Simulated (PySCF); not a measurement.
## C₆ coefficients of unlike pairs at PBE0

Calculated with PySCF 2.14 from the dipole response of each species, C₆(A,B) = (3/π) ∫ α_A(iu) α_B(iu) du, in atomic units, from isotropic polarisabilities. For ions this is the dispersion term alone; charge-induced terms of lower order in 1/R come first.

| species | configuration | basis | relativity | α (bohr³) | C₆ (like pair) |
| --- | --- | --- | --- | --- | --- |
| Ta²⁺ | [Xe] 4f14 5d3 (4F) | aug-cc-pwCVTZ-PP with ECP60MDF (8s8p7d4f3g) | core potential | 14.16 | 78.52 |
| Cu⁺ | [Ar] 3d10 (1S) | aug-cc-pVDZ-PP with ECP10MDF (5s5p4d2f) | core potential | 5.502 | 13.02 |
| Si⁺ | [Ne] 3s2 3p1 (2P) | x2c-TZVPPall with one added diffuse shell each of s, p, d type (6s6p4d1f) | spin-free X2C | 19.02 | 100.7 |
| Co³⁺ | [Ar] 3d6 (5D) | aug-cc-pwCVTZ-DK (10s9p7d4f3g) | spin-free X2C | 1.796 | 4.333 |

Question: Estimate C₆ for Cu⁺ with Ta²⁺.

Answer: The integral gives 31.46. The combination rule 2 C_A C_B / (C_A α_B/α_A + C_B α_A/α_B) gives 31.94 and the geometric mean 31.98.

No spin-orbit coupling is included.

The other pairs:

```
      pair     C₆
Co³⁺, Ta²⁺  16.51
 Co³⁺, Cu⁺  7.082
 Co³⁺, Si⁺  15.81
  Si⁺, Cu⁺  33.57
 Si⁺, Ta²⁺  85.71
```
